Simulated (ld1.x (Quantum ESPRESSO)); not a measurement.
# What one change does to a pseudopotential (Nb, TM)

ld1.x (Quantum ESPRESSO) 7.5 input, shortened:

```
&input
   title='Nb', zed=41., rel=1, dft='WC', iswitch=3,
   config='[Kr] 4d4 5s0 5p0'
 /
 &inputp
   pseudotype=2, tm=.true., lloc=2,
   nlcc=.true., rcore=1.05
 /
3
5S  1  0   0.00   0.00  2.20  2.20  0.0
5P  2  1   0.00   0.00  3.50  3.50  0.0
4D  3  2   4.00   0.00  2.25  2.25  0.0
 &test
   configts(1)='4d4 5s0 5p0'
 /
```

All-electron outer shells of the reference configuration (Wu–Cohen, scalar-relativistic, ld1.x):

| shell | level (eV) | outermost node (bohr) | outermost maximum (bohr) |
| --- | --- | --- | --- |
| 4p | -40.93 | 0.54 | 1.12 |
| 5s | -9.35 | 1.40 | 2.89 |
| 4d | -9.29 | 0.55 | 1.49 |
| 5p | -5.62 | 1.61 | 3.67 |

Change: wave 4d (bound): rc 2.25 bohr becomes 4d (bound): rc 2.64 bohr.

Cutoffs: the cutoffs (Ry, on a coarse ladder) from which the occupation-weighted sum of valence levels, in a spherical-Bessel basis at the reference potential, stays within 10 and 1 mRy of its value at 400 Ry; they do not see the model core or the augmentation charge, which bear on the density cutoff. Errors are all-electron minus pseudo energies relative to the spin-unpolarised reference configuration.

Question: Predict the effect on cutoff, ghosts and configuration errors.

Answer: The potential gets neither clearly harder nor softer (30 Ry and 40 Ry → 30 Ry and 35 Ry); both files keep a bound ghost (p, s); of the 7 tests that both files solve, the error grows in 1 and shrinks in 2 by more than 15 % and 0.3 meV (median size 72.5 → 66.3 meV); the range in which the d phases agree narrows (upper end 3.5 → 0.4).

```tsv
quantity	base	changed
cutoff, loose	30 Ry	30 Ry
cutoff, tight	40 Ry	35 Ry
bound ghosts	s, p	s, p
error for 4d4 5s1 5p0, meV [ΔE -6.64 eV]	-6.6	-5.3
error for 4d3 5s0 5p0, meV [ΔE 14.02 eV]	-92	-94
error for 4d2 5s0 5p0, meV [ΔE 38.71 eV]	-573	-546
error for 4d3 5s1 5p1, meV [ΔE -3.81 eV]	-123	-113
error for 4d4.5 5s0.5 5p0, meV [ΔE -6.07 eV]	-4.4	-6.2
error for 4d3 5s1 5p0, meV [ΔE 0.40 eV]	-72	-66
error for 4d4 5s0.5 5p0, meV [ΔE -3.98 eV]	-1.6	-1.3
s: phases at 3.78 bohr within 0.05 rad from the reference energy up to (Ry; the scan ends near 5)	1.1	n/a
p: phases at 3.78 bohr within 0.05 rad from the reference energy up to (Ry; the scan ends near 5)	n/a	n/a
d: phases at 3.78 bohr within 0.05 rad from the reference energy up to (Ry; the scan ends near 5)	3.5	0.4
```

Base: These tests converged, but a pseudo level misses the all-electron one widely, so the file describes the atom poorly there or has found another state: 4d3 5s0 5p0: empty 5p by 2.8 eV (a node warning on the way). A true bound ghost makes a file unfit for plane-wave use even where its test errors are small: the radial tests pick states by their node count and pass the ghost by.
